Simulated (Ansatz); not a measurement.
Molecule: HgF₂, net charge 0, singlet state. SMILES: [F][Hg][F]
Geometry from a B3LYP-D3(BJ)/def2-TZVP (Ansatz, an electronic-structure program) optimisation:
```xyz
3

F      0.0000     0.0000    -1.9351
Hg     0.0000     0.0000     0.0000
F      0.0000     0.0000     1.9351
```

Property: atomisation energy (electronic, to ground-state atoms), in kcal/mol. Correlated levels leave the core frozen unless marked. Open shells are spin-unrestricted. Spin-orbit coupling is left out. The frozen core is the preceding noble-gas configuration, with the filled d and f shells of earlier blocks. Past Kr the def2 sets carry scalar-relativistic core potentials. The coupled-cluster limit lacks core correlation, which all-electron functionals hold. Basis-set limits of correlation are two-point, X^-3; Hartree-Fock from the larger set. [CCSD(T)-MP2]/basis is that difference in the basis named.

| level | program | atomisation energy (kcal/mol) |
|---|---|---|
| HF/def2-SVP | Ansatz | 50.5 |
| PBE/def2-TZVPD | Ansatz | 136.2 |
| r2SCAN-D4/def2-TZVPD | Ansatz + dftd4 | 130.2 |
| PBE0-D4/def2-TZVPD | Ansatz + dftd4 | 122.8 |
| MP2/CBS(def2-TZVPPD,def2-QZVPPD) | Ansatz | 134.0 |
| SCS-MP2/def2-QZVPP | Ansatz | 122.3 |
| CCSD/CBS(def2-TZVPPD,def2-QZVPPD) | Ansatz | 119.1 |
| RI-MP2/CBS(def2-TZVPP,def2-QZVPP)+[CCSD(T)-MP2]/def2-SVP | Ansatz | 129.2 |
| CCSD(T)/CBS(def2-TZVPP,def2-QZVPP) | Ansatz | 126.3 |
| CCSD(T)/CBS(def2-TZVPPD,def2-QZVPPD) | Ansatz | 125.6 |
